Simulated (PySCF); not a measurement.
disilanyl(fluoro)silane (FH7Si3), SMILES F[SiH2][SiH2][SiH3]. The structure is a stationary point at B3LYP-D3(BJ)/def2-SVP. The values are those of a single conformer.

Q: Give the equilibrium geometry at B3LYP-D3(BJ)/def2-SVP (PySCF confirms it by a frequency run) as Cartesian coordinates in Å. (The exact figures need the calculation; the answer reports its results.)

A: Several could match; the one computed here: 
```xyz
11

Si    -2.0420    -0.0676     0.1325
Si    -0.0851     1.2271     0.3018
Si     1.6763    -0.2795    -0.1148
F      0.9628    -1.6654    -0.6278
H     -1.9654    -1.2000     1.0994
H     -3.2543     0.7486     0.4369
H     -2.1543    -0.6077    -1.2521
H     -0.0903     2.3315    -0.7042
H      0.0505     1.8231     1.6651
H      2.4529    -0.5993     1.1162
H      2.6081     0.1731    -1.1855
```
Charge 0, spin multiplicity 1.
